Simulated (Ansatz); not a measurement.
`CN[SiH2][SiH3]` + HCl → `CN[SiH2]Cl` + SiH₄ at 500 K and 1 bar (cleavage of the Si–Si bond).

Calculated with Ansatz (gas phase, PBE0-D4/def2-TZVP geometries, no zero-point term in ΔE). CCSD(T)/CBS is the MP2 limit (def2-TZVPP, def2-QZVPP) plus CCSD(T) − MP2 in def2-TZVPP, frozen cores. This one scheme is used for every species. Each species was taken in one conformer, which may not be the lowest.

```csv
species,CCSD(T)/CBS energy (Eh),H − E (kJ/mol),S (J/(mol·K))
`CN[SiH2][SiH3]`,-676.32808,305.1,440.2
HCl,-460.38127,32.5,201.9
`CN[SiH2]Cl`,-845.29269,234.9,387.1
SiH₄,-291.46306,102.4,230.9
```

H − E and S are ideal-gas, rigid-rotor, harmonic terms from PBE0-D4/def2-TZVP, for one conformer and one mirror image of each species. 1 Eh = 2625.50 kJ/mol, R = 8.31446 J/(mol·K).

Problem. By hand: ΔE, ΔH, ΔS and ΔG.

Solution. ΔE = (-845.29269) + (-291.46306) − (-676.32808) − (-460.38127) = -0.04640 Eh = -121.8 kJ/mol. Δ(H − E) = 234.9 + 102.4 − 305.1 − 32.5 = -0.3, so ΔH = -122.1 kJ/mol. ΔS = 387.1 + 230.9 − 440.2 − 201.9 = -24.1 J/(mol·K). ΔG = -122.1 − 500 × (-24.1)/1000 = -110.0 kJ/mol.

Problem. By hand: the equilibrium constant, and the temperature at which ΔG would vanish if ΔH and ΔS stayed fixed.

Solution. log₁₀ K = −ΔG/(RT ln 10) = 11.5. ΔG = 0 at ΔH/ΔS = 5066 K, far beyond where these terms or the molecules hold.

ΔH outweighs TΔS. A doubt of 5 kJ/mol in ΔE shifts log₁₀ K by 0.5 here. Other conformers and mirror images would add mixing entropy, several J/(mol·K) or more a flexible species. These are equilibria of isolated gas molecules and say nothing of rates. Largest T1 diagnostic: 0.012 (customary marks: 0.02 for closed shells, 0.045 for open ones).
